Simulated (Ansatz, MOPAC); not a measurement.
# How methods differ on Cu2 (SMILES [Cu][Cu])

Cu2, singlet, SMILES `[Cu][Cu]`. Each level relaxes the structure for itself.

Each level gives the harmonic wavenumber (cm⁻¹). The values are calculated.

```tsv
level	kind	program	value (cm⁻¹)
PM6-D3	semi-empirical	MOPAC	484
PM6-DH+	semi-empirical	MOPAC	485
PM7	semi-empirical	MOPAC	516
PM7-	semi-empirical	MOPAC	516
HF/STO-3G	Hartree–Fock	Ansatz	464
HF/3-21G	Hartree–Fock	Ansatz	409
HF/6-31G* (Cartesian functions)	Hartree–Fock	Ansatz	302
PBE/def2-SVP	GGA	Ansatz	281
PBE-D3(BJ)/def2-TZVP	GGA	Ansatz	255
r2SCAN/def2-TZVP	meta-GGA	Ansatz	268
```

Harmonic and unscaled. The values span 255 to 516 cm⁻¹. Without the sets that lack polarisation functions the rows with a basis span only 255 to 302 cm⁻¹.
